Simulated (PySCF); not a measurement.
# Unknowns

- GFN2-xTB geometry
- GIAO PBE0/pcSseg-1 shieldings
- code: PySCF 2.14
- equivalent nuclei averaged, non-relativistic Hamiltonian, one computed conformer, isolated molecule

Shifts are taken against calculated references (same method and geometry level): TMS for ¹H, ¹³C. Splittings of carbon signals by F and P are missing where no couplings were computed. Where no couplings were computed, multiplicities follow the n + 1 count of equivalent neighbours, and m marks all less simple cases (inequivalent or close neighbours, rings, F or P nearby). Shifts are as computed. Against solution values, carbons near 30 ppm lie about +3 ppm off and those near 130 ppm about +5 ppm. Of 1211 compounds with measured shifts, 218 miss one by over three times the rms of a fit or turn the order of signals round; such compounds aren't used in these exercises.

Problem. C$_{10}$H$_{16}$. ¹H NMR (600 MHz, computed): δ 4.79 (br s, 1H), 4.29 (br s, 1H), 2.05 (s, 3H), 1.99 (m, 2H), 1.75 (m, 2H), 1.26 (m, 2H), 1.12 (m, 2H), 1.10 (m, 2H), 0.49 (m, 1H). ¹³C{¹H} NMR (computed): δ 159.0 (C), 105.2 (CH2), 31.5 (CH), 30.4 (CH), 29.9 (CH3), 28.3 (CH2), 25.2 (CH2). Give a structure.

Solution. SMILES C1CCC[C@H]2[C@H](C(=C)C)[C@H]21. Rings plus π bonds: 3 (2 rings in the answer). 7 carbon signals for 10 carbons: some carbons are equivalent by symmetry or fast rotation. Carbon types of the structure: 1 × C, 3 × CH, 5 × CH2, 1 × CH3, which accounts for all hydrogens. δC 159.0: fully substituted alkene carbon; as expected for a trigonal carbon in a double bond. δC 105.2: terminal =CH2 carbon; the olefinic region. δH 2.05: hydrogen on an allylic methyl carbon; allylic position. δH 1.99, 1.75, 1.26, 1.12: hydrogen on an sp3 CH2 in a ring; far from electronegative atoms and π systems.

The data come from this structure; uniqueness wasn't tested.

Problem. C$_{10}$H$_{16}$. ¹H NMR (600 MHz, computed): δ 2.15 (m, 1H), 1.59 (m, 1H), 1.39 (m, 1H), 1.35 (m, 1H), 1.18 (m, 1H), 1.07 (m, 1H), 1.06 (m, 1H), 1.02 (m, 1H), 0.95 (m, 1H), 0.84 (m, 1H), 0.71 (m, 1H), 0.59 (m, 1H), 0.45 (m, 1H), 0.22 (m, 1H), 0.10 (m, 1H), -0.25 (m, 1H). ¹³C{¹H} NMR (computed): δ 42.0, 29.3, 29.2, 21.7, 19.6, 18.7, 14.1, 12.4, 7.5, 6.3. What is it?

Solution. SMILES C1C[C@@H]2C[C@@H]2[C@@H](C2CC2)C1. Rings plus π bonds: 3 (3 rings in the answer). 10 carbon signals for 10 carbons: no two carbons are equivalent. Carbon types of the structure: 4 × CH, 6 × CH2, which accounts for all hydrogens. δC 42.0: sp3 CH in a ring; a saturated carbon with 3 carbon neighbours and no heteroatom attached. δC 29.3, 29.2, 21.7: sp3 CH2 in a ring; saturated and bonded to C and H only. δC 19.6, 18.7, 14.1, 12.4, 7.5, 6.3: three-membered-ring carbon; carbons of three-membered rings are unusually shielded. δH 0.84: hydrogen on an sp3 CH in a ring; far from electronegative atoms and π systems.

The shifts were computed for this structure.

Problem. C$_{5}$H$_{11}$O$_{2}$PSi$_{2}$. ¹H NMR (300 MHz, computed): δ 4.47 (m, 2H), 4.01 (m, 2H), 2.38 (m, 1H), 1.31 (m, 2H), 1.23 (m, 2H), 1.22 (m, 2H). ¹³C{¹H} NMR (computed): δ 247.2 (C), 210.0 (C), 18.7 (CH2), 14.9 (CH). What is it?

Solution. SMILES O=C([SiH2][SiH2]P)C(=O)C1CC1. 4 carbon signals for 5 carbons: some carbons are equivalent by symmetry or fast rotation. Carbon types of the structure: 2 × C, 1 × CH, 2 × CH2, leaving 6 H on heteroatoms. δC 247.2: carbonyl carbon. δC 210.0: ketone carbonyl carbon; low-lying n→π* states of the double bond to the heteroatom give a large paramagnetic term (-276 ppm). δC 18.7, 14.9: three-membered-ring carbon; carbons of three-membered rings are unusually shielded. δH 2.38, 1.31, 1.22: hydrogen on a three-membered-ring carbon.

The shifts were computed for this structure.
